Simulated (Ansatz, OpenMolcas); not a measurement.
# BGeH3Cl2 (SMILES Cl[B](Cl)[GeH3]): the vertical energy of the triplet above the singlet from total energies

BGeH3Cl2 has 7 atoms, charge 0, and is taken as a singlet. SMILES: `Cl[B](Cl)[GeH3]`. The shape is that of a PBE0-D4/def2-TZVP optimisation.

| atom | x (Å) | y (Å) | z (Å) |
| --- | --- | --- | --- |
| Cl | 1.7495 | -1.4282 | 1.2087 |
| B | 0.2064 | -1.0219 | 0.5115 |
| Cl | -1.0824 | -2.1918 | 0.6047 |
| Ge | -0.1231 | 0.7985 | -0.4122 |
| H | -0.5562 | 0.5606 | -1.8683 |
| H | -1.2661 | 1.5343 | 0.3067 |
| H | 1.1333 | 1.6805 | -0.3967 |

Both states at this one shape; open shells run unrestricted unless said. 1 Eh = 27.2114 eV.

| level | program | singlet BGeH3Cl2 (Eh) | triplet BGeH3Cl2 (Eh) |
| --- | --- | --- | --- |
| TPSS/cc-pVDZ | OpenMolcas | -3024.125940 | -3023.982906 |
| RPA@PBE/cc-pVDZ, 20 core orbitals frozen | Ansatz | -3021.604290 | -3021.448460 |
| MP2/cc-pVDZ, 20 core orbitals frozen | Ansatz | -3021.314820 | -3021.148943 |
| CCSD(T)/cc-pVDZ, 20 core orbitals frozen | Ansatz | -3021.379168 | -3021.216763 |

Problem. Work out the vertical gap, second state less first, at each level.

Solution. 
1. TPSS/cc-pVDZ: -3023.982906 − (-3024.125940) = 0.143034 Eh = 3.89 eV.
2. RPA@PBE/cc-pVDZ: -3021.448460 − (-3021.604290) = 0.155830 Eh = 4.24 eV.
3. MP2/cc-pVDZ: -3021.148943 − (-3021.314820) = 0.165877 Eh = 4.51 eV.
4. CCSD(T)/cc-pVDZ: -3021.216763 − (-3021.379168) = 0.162405 Eh = 4.42 eV.

No measured value is set beside it here; the levels span 3.89 to 4.51 eV. All-electron rows are non-relativistic unless named.
